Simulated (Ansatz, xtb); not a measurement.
**Relative energy of two structures of H6InNSi**

Structure X: a singlet given by its coordinates. Structure Y: `[SiH3][NH][InH2]`, a singlet. Both are isolated molecules in the gas phase, relaxed with PBE0-D3(BJ)/def2-SVP; the shapes shown needn't be the lowest conformers.

X (Å):

```yaml
atoms:
  - { symbol: In, position_ang: [0.5704, -1.6842, -0.0307] }
  - { symbol: N, position_ang: [1.1990, -0.2498, 2.0633] }
  - { symbol: Si, position_ang: [2.5840, -0.5053, 0.9129] }
  - { symbol: H, position_ang: [1.1853, -0.8173, 2.9078] }
  - { symbol: H, position_ang: [0.9251, 0.7009, 2.3004] }
  - { symbol: H, position_ang: [2.9793, 0.8541, 0.4260] }
  - { symbol: H, position_ang: [3.7657, -1.0836, 1.6324] }
  - { symbol: H, position_ang: [-0.5032, -0.7567, -1.0189] }
  - { symbol: H, position_ang: [0.1349, -3.2049, 0.6722] }
```

Close contacts (Å): In1–N2 2.61, In1–Si3 2.52, N2–Si3 1.82, In1–H8 1.73, In1–H9 1.73, N2–H4 1.02, N2–H5 1.02, Si3–H6 1.50, Si3–H7 1.50.

Y (Å):

```yaml
atoms:
  - { symbol: In, position_ang: [1.0213, -2.1923, -0.1516] }
  - { symbol: N, position_ang: [1.8752, -0.5093, 0.6436] }
  - { symbol: Si, position_ang: [1.5739, 0.2312, 2.1799] }
  - { symbol: H, position_ang: [1.0619, 1.6380, 2.0674] }
  - { symbol: H, position_ang: [0.5386, -0.5905, 2.8799] }
  - { symbol: H, position_ang: [2.7929, 0.2959, 3.0536] }
  - { symbol: H, position_ang: [2.5657, -0.0516, 0.0527] }
  - { symbol: H, position_ang: [-0.1403, -2.9514, 0.8588] }
  - { symbol: H, position_ang: [1.5984, -2.5993, -1.7209] }
```

Q: Which of the two would you expect CCSD(T)/def2-TZVP electronic energies to favour?

A: Structure Y; the calculation gives E(Y) − E(X) = −10.7 kcal/mol.

Level by level:

```tsv
level	geometry	E(Y) − E(X) (kcal/mol)	departure from the last row (kcal/mol)	job, with rough time for the two
PBE0-D3(BJ)/def2-SVP	PBE0-D3(BJ)/def2-SVP	−3.3	+7.3	optimisation, 57 s
HF/def2-TZVP	PBE0-D3(BJ)/def2-SVP	−14.0	−3.4	part of the CCSD(T) run
MP2/def2-TZVP	PBE0-D3(BJ)/def2-SVP	−11.7	−1.1	part of the CCSD(T) run
CCSD(T)/def2-TZVP	PBE0-D3(BJ)/def2-SVP	−10.7		single point, 77 s
```

The levels shown agree on the order. The largest departure from CCSD(T)/def2-TZVP is that of PBE0-D3(BJ)/def2-SVP, 7.3 kcal/mol. Levels run at GFN2-xTB geometries aren't shown.

With harmonic frequencies from PBE0-D3(BJ)/def2-SVP (ideal gas, rigid rotor, one conformer each, 298.15 K, 1 atm): on the last row, ΔE + ΔZPE = −11.9 kcal/mol. A mode under 50 cm⁻¹ makes harmonic enthalpies and free energies unreliable, so none is given.

The correlated steps freeze 10 core orbitals; the filled d shell of In is correlated, in a basis made for valence electrons. Atoms past krypton carry core potentials in the def2 sets and no spin–orbit term is included. Programs: Ansatz 0.2.0; the last row on 2 threads of Arm Neoverse V2 on a shared host.
